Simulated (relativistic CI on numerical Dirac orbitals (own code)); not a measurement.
Computed by Dirac-Coulomb-Breit CI, KLI orbitals optimised for each configuration, model QED (radiative potential, 1s self-energy scaled to tabulated hydrogen-like ionisation energies), unscaled Slater integrals (own radial code, finite nucleus).

The strongest absorption lines from the ground level of an ion, among the configurations computed and to levels below about 7680 eV (vacuum wavelength in Å, gf): 1.6176 (0.049), 1.6219 (0.027), 1.8002 (0.12), 1.8105 (0.065), 2.3808 (0.45), 2.4245 (0.27), 28.820 (0.14), 108.79 (0.018).

(1) Which ion is it?
A. Te XLVIII
B. Te L
C. Ba LIV
D. Cd XLVI

Results:

(1) B. Te L has 3 electrons and the ground level 2s ²S1/2; the strongest line goes to 3p ²P°3/2. The pattern of lines fixes the number of electrons, and along that sequence the line energies rise steadily with the charge (about as its square where n changes within one kind of shell, about linearly where n is kept but much faster in heavy ions where fine structure, which grows about as Z⁴, sets the gap, and irregularly where shells cross), which fixes Z. Configurations outside the model, such as inner-shell arrays, can give stronger lines. At this charge energies of transitions that change n are usually good to better than 1 %, and those within a shell (Δn = 0) to a few per cent.
